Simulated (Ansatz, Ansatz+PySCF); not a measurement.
```xyz
5

C    -0.0773    0.0094   -0.6595
F     0.0225    0.0061    0.7104
H     0.0314   -1.1628   -0.9923
H    -0.8374    0.5087   -1.0207
H     0.8390    0.4703   -1.0620
```

Basis set: def2-SVP (spherical functions). Correlated methods keep 2 orbitals frozen. Charge 0, multiplicity 1.

Computed with Ansatz (development build ahead of 0.2.0); each method stands on the lowest determinant of its kind that the runs found. Restricted open shells among the atoms or ions are ROHF, correlated in semicanonical orbitals with singles.

Q: Give the atomization energy at this shape (free ground-state atoms in the same class of orbitals less the molecule, no zero-point energy) of singlet CH₃F by RHF-MP2, RHF.

A:

```json
{"method": "RHF-MP2", "atomization energy": "1635.5 kJ/mol"}
{"method": "RHF", "atomization energy": "1276.8 kJ/mol"}
```

Caution: stretched shape with no unrestricted run beside it, a lower state can exist. Caution for RHF-MP2: bonds are stretched, where a single reference can fail.
